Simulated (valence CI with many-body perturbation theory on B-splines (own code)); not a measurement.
**Which ion has this spectrum?**

A relativistic CI+MBPT calculation for an atom or ion with 15 electrons gives these levels (cm⁻¹):

```tsv
J	Parity	E	g
3/2	odd	0.0	2.00
3/2	odd	11483	0.80
5/2	odd	11519	1.20
1/2	odd	18850	0.67
3/2	odd	18934	1.33
1/2	even	55875	2.67
3/2	even	56064	1.73
5/2	even	56315	1.60
1/2	even	57829	0.67
3/2	even	58154	1.33
5/2	even	59477	1.60
3/2	even	59638	1.73
1/2	even	59733	2.67
1/2	odd	64189	2.00
```

The energies are calculated, with errors of about 56 cm⁻¹, more in some levels.

Which is it?
A. Cl2+
B. P
C. Ar3+
D. S+

B. P, ground level 3s2.3p3 4S°_3/2.
